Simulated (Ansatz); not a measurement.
`[CH3][Ta](=[S])([Cl])[Cl]`, relaxed with RKS PBE0-D4/def2-TZVP in Ansatz from a PBE-D4/def2-SVP geometry. The force threshold is 0.005 eV/Å; the program also tests the step.

The species carries charge 0 and has multiplicity 1. Ta: def2 effective core potential.

Start:

```xyz
8

C     0.441   -0.410    0.977
Ta   -0.411    0.345   -0.824
S     1.336    0.841   -2.006
Cl   -1.570   -1.395   -1.795
Cl   -1.570    2.257   -0.262
H     1.080   -1.296    0.773
H     1.076    0.359    1.468
H    -0.380   -0.702    1.670
```

**Question.** How much energy does the relaxation release, and in how many steps? (An estimate is asked.)

**Answer.** Computed: 3.69 kJ/mol, in 4 steps.

**Question.** Which bonds change most? (Estimate.)

**Answer.** The calculation gave: Ta2–Cl4 from 2.306 to 2.281 Å; Ta2–Cl5 from 2.306 to 2.281 Å; Ta2–S3 from 2.167 to 2.143 Å; C1–H6 from 1.111 to 1.094 Å.

**Question.** Give the relaxed structure. (An estimate is asked.)

**Answer.** Ansatz gave: 
```xyz
8

C     0.442   -0.410    0.977
Ta   -0.389    0.346   -0.824
S     1.330    0.841   -2.004
Cl   -1.572   -1.358   -1.773
Cl   -1.574    2.215   -0.273
H     1.068   -1.285    0.779
H     1.066    0.346    1.464
H    -0.371   -0.695    1.655
```
